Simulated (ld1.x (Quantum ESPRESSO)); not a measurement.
## cobalt (Co): one change to an RRKJ potential, before and after

```
Element                 : Co (Z = 27)
Generator               : ld1.x (Quantum ESPRESSO) 7.5
Type                    : norm-conserving RRKJ (Kleinman–Bylander form)
Functional              : PBEsol
Relativity              : scalar-relativistic
Frozen core             : [Ar]
Valence charge          : 9
Reference configuration : 3d7 4s2 4p0
Partial waves           : 4p (bound, empty): rc 3.40 bohr; 3d (bound): rc 0.80 bohr; 4s (bound): rc 1.95 bohr
Local potential         : the s channel
Core correction         : none
```

Change: wave 4s (bound): rc 1.95 bohr becomes 4s (bound): rc 2.72 bohr.

Cutoffs: the cutoffs (Ry, on a coarse ladder) from which the occupation-weighted sum of valence levels, in a spherical-Bessel basis at the reference potential, stays within 10 and 1 mRy of its value at 400 Ry; they do not see the model core or the augmentation charge, which bear on the density cutoff. Errors are all-electron minus pseudo energies relative to the spin-unpolarised reference configuration.

**Question.** What does the change do?

**Answer.** The potential gets neither clearly harder nor softer (230 Ry and 260 Ry → 230 Ry and 260 Ry); the d channel sets the loose cutoff, while the largest relative change is in s, which becomes softer; of the 7 tests that both files solve, the error grows in 4 and shrinks in 2 by more than 15 % and 0.3 meV (median size 259.9 → 229.0 meV); the range in which the p phases agree widens (upper end 1.9 → at the end of the scan); neither file shows a bound ghost.

```tsv
quantity	base	changed
cutoff, loose	230 Ry	230 Ry
cutoff, tight	260 Ry	260 Ry
loose cutoff by channel (10 mRy a level)	d 200 Ry, s 8 Ry	d 200 Ry, s 6 Ry
bound ghosts	none	none
error for 3d7 4s1 4p0, meV [ΔE 9.05 eV]	-6.1	-4.3
error for 3d7 4s0 4p0, meV [ΔE 25.74 eV]	-4.5	-15
error for 3d6 4s0 4p0, meV [ΔE 61.58 eV]	-260	-443
error for 3d7 4s0 4p2, meV [ΔE 9.02 eV]	-3.2	-17
error for 3d5 4s0 4p0, meV [ΔE 116.89 eV]	-1779	-2231
error for 3d8 4s1 4p0, meV [ΔE -1.21 eV]	-260	-229
error for 3d6 4s2 4p0, meV [ΔE 15.21 eV]	-390	-307
s: phases at 3.71 bohr within 0.05 rad from the reference energy up to (Ry; the scan ends near 5)	1.1	0.9
p: phases at 3.71 bohr within 0.05 rad from the reference energy up to (Ry; the scan ends near 5)	1.9	to the end of the scan
d: phases at 3.71 bohr within 0.05 rad from the reference energy up to (Ry; the scan ends near 5)	0.3	0.4
```
